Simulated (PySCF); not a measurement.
# Radial density of Ni³⁺ (nickel, charge +3)

UHF, [Ar] 3d7, high-spin 4F determinant. Computed with PySCF 2.14 in x2c-SVPall (5s3p3d1f, 36 functions), with scalar relativity by spin-free X2C-1e.

```
r (bohr)  4πr²ρ (e/bohr)  4πr²(ρα − ρβ)
0.000831          0.1726         0.0000
 0.00140          0.4698         0.0000
 0.00235           1.212         0.0000
 0.00395           2.901         0.0000
 0.00665           6.663         0.0000
  0.0112           13.90         0.0001
  0.0188           24.67         0.0002
  0.0316           33.36         0.0004
  0.0532           31.08         0.0016
  0.0895           27.03         0.0174
   0.151           37.48         0.1681
   0.253           28.40         0.8944
   0.426           16.01         2.6588
   0.717           19.50         3.3208
    1.21           6.392         1.4476
    2.03          0.4864         0.1379
    3.41        0.006465         0.0018
    5.74       2.403e-05         0.0000
```

Densities and radii are taken from the X2C orbitals without a picture-change correction, which distorts them close to the nucleus.
